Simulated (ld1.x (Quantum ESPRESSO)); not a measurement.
iron, TM: configuration errors across variants

```json
{
  "Element": "iron",
  "Generator": "ld1.x (Quantum ESPRESSO) 7.5",
  "Type": "norm-conserving Troullier–Martins (Kleinman–Bylander form)",
  "Functional": "PBEsol",
  "Relativity": "scalar-relativistic",
  "Frozen core": "[Ne] 3s2",
  "Valence charge": "14",
  "Reference configuration": "3p6 3d6 4s2 4p0",
  "Partial waves": "3p (bound): rc 1.30 bohr; 3d (bound): rc 1.00 bohr; 4s (bound): rc 2.25 bohr",
  "Local potential": "the s channel",
  "Core correction": "none"
}
```

All-electron excitation energies from the reference (eV): (1) 3p6 3d6 4s0 4p0 24.861; (2) 3p6 3d5 4s0 4p0 59.048; (3) 3p6 3d6 4s0 4p2 8.489; (4) 3p6 3d7 4s1 4p0 -0.801; (5) 3p6 3d6 4s1 4p1 4.134; (6) 3p6 3d6 4s0 4p1 13.821.

2 further variants failed, have other tests or too few solved ones, and are left out.

A true bound ghost makes a file unfit for plane-wave use even where its test errors are small: the radial tests pick states by their node count and pass the ghost by.

Errors AE − PS in meV (a dash: test not solved or not reliable):

| change | (1) | (2) | (3) | (4) | (5) | (6) | bound ghosts |
| --- | --- | --- | --- | --- | --- | --- | --- |
| base | -43 | -213 | -1534 | -196 | -634 | -1146 | none |
| wave 3p (bound): rc 1.30 bohr becomes 3p (bound): rc 0.98 bohr | -43 | -213 | -1534 | -197 | – | -1147 | none |
| core correction a·sin(br)/r model core inside 0.98 bohr | -51 | -245 | -1538 | -199 | -635 | -1150 | none |
| wave 3d (bound): rc 1.00 bohr becomes 3d (bound): rc 1.36 bohr | -37 | -196 | -1531 | -179 | -634 | -1142 | none |
| local potential the d channel | -37 | +91 | -23 | -45 | -4.5 | -29 | s |
| all radii scaled by about 0.92 (s 2.06, p 1.20, d 0.92 bohr) | -44 | -213 | -1533 | -198 | – | -1145 | none |

(1) Give the same row for: wave 4s (bound): rc 2.25 bohr becomes 4s (bound): rc 1.60 bohr.

Answers

(1) -13, -259, -1290, -136, -538, -961; bound ghosts: none.
